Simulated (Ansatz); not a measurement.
Total energies of ClHO2SW, SMILES `[O]=[W]([OH])(=[S])[Cl]`.

Cartesian coordinates in Å:
```
O -0.200 -1.946 -0.319
W -0.283 -0.292 0.030
O 1.460 0.369 0.105
S -1.363 0.681 -1.522
Cl -1.366 -0.007 1.991
H 1.753 1.196 -0.286
```

Charge 0, multiplicity 1. Correlated methods include outer-core shells of W, which these sets cover unevenly. W: def2 effective core potential. All single points use the PBE0-D4/def2-TZVP geometry. It is one conformer, not always the lowest. Basis def2-TZVPP, Ansatz 0.2.0.

RPA on PBE orbitals: Hartree–Fock energy of these orbitals -1073.90736 Eh, correlation -1.96414 Eh (frozen core).

```csv
functional,kind,energy without D4 (Eh),D4 term (kJ/mol)
LDA (SPW92),LDA,-1072.85819,–
PBE,GGA,-1076.40709,-20.6
r2SCAN,meta-GGA,-1076.78047,-4.6
B97M-V,meta-GGA with VV10,-1076.59598,–
PBE0,"global hybrid, 25 % exact exchange",-1076.39379,-17.7
r2SCANh,"meta-GGA hybrid, 10 %",-1076.73329,-5.1
BHLYP,"global hybrid, 50 %",-1076.61878,-31.6
LC-ωPBE,long-range corrected hybrid,-1076.51924,–
ωB97M-V,range-separated hybrid meta-GGA with VV10,-1076.67094,–
B2PLYP,double hybrid,-1076.40398,–
```

(1) Give the same for revPBE, BLYP, B3LYP, r2SCAN0, HSE06 (plane-wave form), CAM-B3LYP, ωB97X-V, PBE-QIDH. (An estimate is asked.)

B3LYP takes the VWN-RPA correlation (the form of Gaussian; ORCA's B3LYP/G). HSE06 is the plane-wave form, built on full-range PBE exchange. The double hybrids freeze the cores in their second-order part.

Answers

(1) Ansatz gave: 
```tsv
functional	kind	energy without D4 (Eh)	D4 term (kJ/mol)
revPBE	GGA	-1076.74044	-47.0
BLYP	GGA	-1076.84284	-43.0
B3LYP	global hybrid, 20 %	-1076.90771	-33.8
r2SCAN0	meta-GGA hybrid, 25 %	-1076.66453	-5.7
HSE06 (plane-wave form)	screened hybrid	-1076.37250	-16.9
CAM-B3LYP	range-separated hybrid	-1076.77236	-18.6
ωB97X-V	range-separated hybrid GGA with VV10	-1076.62444	–
PBE-QIDH	double hybrid	-1076.10944	–
```

LC-ωPBE has ω = 0.4 bohr⁻¹.
